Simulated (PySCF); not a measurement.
# Radial density of Cr²⁺ (chromium, charge +2)

PBE0, [Ar] 3d4, high-spin 5D determinant. Computed with PySCF 2.14 in 6-31G* (5s4p2d1f, 34 functions), with no relativity, point nucleus.

| r (bohr) | 4πr²ρ (e/bohr) | 4πr²(ρα − ρβ) |
| --- | --- | --- |
| 0.00118 | 0.1520 | 0.0000 |
| 0.00199 | 0.4197 | 0.0000 |
| 0.00335 | 1.120 | 0.0000 |
| 0.00563 | 2.826 | 0.0000 |
| 0.00947 | 6.670 | 0.0000 |
| 0.0159 | 13.84 | 0.0001 |
| 0.0268 | 23.47 | 0.0002 |
| 0.0451 | 28.57 | 0.0004 |
| 0.0758 | 23.72 | 0.0021 |
| 0.128 | 23.91 | 0.0219 |
| 0.214 | 31.24 | 0.2205 |
| 0.361 | 16.18 | 1.0803 |
| 0.607 | 11.55 | 2.7944 |
| 1.02 | 10.91 | 2.9582 |
| 1.72 | 2.312 | 1.1714 |
| 2.89 | 0.1704 | 0.1525 |
| 4.86 | 2.097e-05 | 0.0000 |
